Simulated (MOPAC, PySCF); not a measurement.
CH4O2, SMILES `C(O)O` (H–O–C–O torsion -62°, O–C–O–H torsion -62°), neutral singlet in the gas phase. 

Cartesian coordinates (Å):
SMILES: OCO
```xyz
7

O     -1.1190    -0.2657     0.4247
C      0.0083     0.4097    -0.0757
O      1.1046    -0.4436    -0.2936
H     -1.3938    -0.9211    -0.2283
H     -0.1888     0.8729    -1.0457
H      0.2306     1.1807     0.6662
H      1.3582    -0.8328     0.5524
```
Charge 0, spin multiplicity 1.

All levels are single points at this geometry (B3LYP-D3(BJ)/def2-TZVP); Pople sets use spherical d functions. Orbital energies aren't observables, and empty levels follow the basis.

```tsv
level	HOMO (eV)	LUMO (eV)	gap (eV)	dipole (D)	vertical IE, Delta-SCF (eV)
B3LYP-D3(BJ)/def2-TZVP in PySCF	-8.05	0.68	8.73	0.21	–
PBE-D3(BJ)/def2-TZVP in PySCF	-6.55	0.21	6.76	0.27	–
B3LYP/6-31G* in PySCF	-7.56	2.14	9.69	0.31	10.68
SVWN5/6-31G* in PySCF	-6.12	1.35	7.47	0.40	10.39
HF/STO-3G in PySCF	-9.91	15.66	25.57	0.19	–
PM7 in MOPAC	-11.50	2.64	14.14	0.29	–
```
